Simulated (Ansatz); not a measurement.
Two structures of MgH$_{5}$ClO$_{2}$, singlet, reached by relaxing down either side of one saddle point (PBE0-D4/def2-TZVP). Energies are electronic, without zero-point energy. Computed with Ansatz 0.2.0 (basis: def2-TZVPP and def2-QZVPP); correlated methods freeze the cores. The outer core shell of Li, Na, Mg and K is correlated. The def2 sets are not built for correlating such inner shells, so the correlated values are less sure here. Extrapolation: Hartree–Fock as exp(−7.88 √X), correlation as X^−2.97. First:

```xyz
9
angstrom
Mg -0.5902 0.8610 -1.1948
H 0.0714 -0.6832 -1.6543
Cl -1.6741 2.6950 -1.7896
H 0.1875 -0.0419 1.0515
O -0.1718 0.8438 0.7734
H 0.5125 -1.4882 -0.2497
O 0.6548 -1.5926 0.7194
H -0.5395 1.3293 1.5132
H 1.5495 -1.9231 0.8309
```

Second:

```
9
angstrom
Mg 0.0000 0.6916 -0.3970
H -1.1173 -0.8232 -1.7228
Cl 0.4925 1.7864 -2.2465
H 0.7475 -0.5537 1.2665
O -0.7713 0.4675 1.2572
H -1.3512 -1.0348 -1.0382
O 1.2832 -0.6735 0.4463
H -1.5021 0.7730 1.7833
H 2.2187 -0.6332 0.6512
```

Q: Which bonds change from the first to the second?

A: MgH₃ClO ([OH2][MgH][Cl]) + H₂O → MgH₃ClO₂ ([OH][Mg]([OH2])[Cl]) + H₂; bonds formed: Mg1–O7, H2–H6, H4–O7; dative contacts that become bonds: Mg1–O5; bonds broken: Mg1–H2, H4–O5, H6–O7.

Q: Give the saddle point's structure and its height above each. (To be estimated.)

A: Computed: 12.25 kcal/mol above the first and 29.10 kcal/mol above the second (CCSD(T) at an estimated basis limit (MP2 extrapolated from triple and quadruple zeta, plus CCSD(T) − MP2 in triple zeta)).
```
9
angstrom
Mg -0.6151 0.9305 -0.9112
H 0.0440 -0.7170 -1.4110
Cl -1.5256 2.4799 -2.1773
H 0.2774 -0.4486 1.0070
O -0.1831 0.7524 0.9278
H 0.3252 -1.1404 -0.5224
O 0.5724 -1.4745 0.6336
H -0.4130 1.2385 1.7166
H 1.5178 -1.6207 0.7370
```

T1 diagnostic: at most 0.010.

Labels in which every atom is bracketed show which atoms are joined, not bond orders.

For scale, one of the runs: CCSD(T)/def2-TZVPP, 206 basis functions, launched by `ansatz run in.yaml --threads 4 --pin off --events-out ev --progress --plain --max-ram 9574MiB`. The run took 91 s on 4 CPU threads of an Arm Neoverse V1 (shared host), with 3 GiB of host memory at its peak.
